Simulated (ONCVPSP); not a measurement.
Transferability test, ONCV potential for thulium (Tm)

- Element: thulium
- Generator: ONCVPSP 4.0.1
- Type: optimised norm-conserving Vanderbilt (ONCV)
- Functional: PBEsol
- Relativity: scalar-relativistic
- Frozen core: [Kr] 4d10 4f12
- Valence charge: 11
- Reference configuration: 5s2 5p6 5d1 6s1 6p1
- Partial waves: 5s+6s: rc 1.90 bohr, ncon 4, nbas 8, qcut 7.5 1/bohr, 3 projectors, debl 0.7 Ha; 5p+6p: rc 2.85 bohr, ncon 3, nbas 6, qcut 5 1/bohr, 2 projectors; 5d: rc 2.90 bohr, ncon 4, nbas 8, qcut 4.2 1/bohr, 2 projectors, debl 3.7 Ha
- Local potential: polynomial inside 1.45 bohr (lpopt 5, dvloc0 6 Ha)
- Core correction: Teter function, fcfact 3, rcfact 1.2

Energies are relative to the spin-unpolarised reference configuration 5s2 5p6 5d1 6s1 6p1; without spin polarisation the order of configurations can differ from experiment.

**Question.** Give the all-electron excitation energy and the error of the potential for: 5s2 5p6 5d1 6s2 6p0; 5s2 5p6 5d1 6s1 6p0; 5s2 5p6 5d1 6s0 6p0; 5s2 5p6 5d2 6s1 6p0.

**Answer.**

| valence configuration | charge | ΔE all-electron (eV) | error AE − PS (meV) |
| --- | --- | --- | --- |
| 5s2 5p6 5d1 6s2 6p0 | 0 | -3.281 | +2.1 |
| 5s2 5p6 5d1 6s1 6p0 | +1 | 3.893 | -1.1 |
| 5s2 5p6 5d1 6s0 6p0 | +2 | 16.770 | +6.0 |
| 5s2 5p6 5d2 6s1 6p0 | 0 | -0.639 | -1.4 |
